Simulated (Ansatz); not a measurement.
Calculated with Ansatz (gas phase, PBE0-D4/def2-TZVP geometries, no zero-point term in ΔE). CBS: MP2 limit from def2 TZ/QZ plus the TZ coupled-cluster correction, frozen cores. This one scheme is used for every species. DFT in def2-TZVPP. One conformer a species, not always the lowest.

Consider the ligand exchange at the Si–N bond: `N[SiH]1BO1` + H₂S → `S[SiH]1BO1` + NH₃.

| species | LDA (SPW92) energy (Eh) |
| --- | --- |
| `N[SiH]1BO1` | -444.41239 |
| H₂S | -398.00631 |
| `S[SiH]1BO1` | -786.31726 |
| NH₃ | -56.10113 |

Q: Work out ΔE.

A: ΔE = (-786.31726) + (-56.10113) − (-444.41239) − (-398.00631) = 0.00031 Eh = +0.01 eV. CCSD(T)/CBS gives +0.01 eV.

Largest T1 diagnostic among the species: 0.016.

From BLYP to BHLYP (50 % exact exchange), in def2-TZVPP and without D4, ΔE moves by +0.08 eV. Leaving LDA and LC-ωPBE aside and taking each functional with its dispersion term where it has one, the values, not all of them listed here, spread over 0.20 eV, from revPBE-D4 to CAM-B3LYP-D4. LDA lies +0.08 eV from PBE without D4. At CCSD(T), def2-SVP lies +0.03 eV from the extrapolated value and def2-TZVPP +0.02 eV.
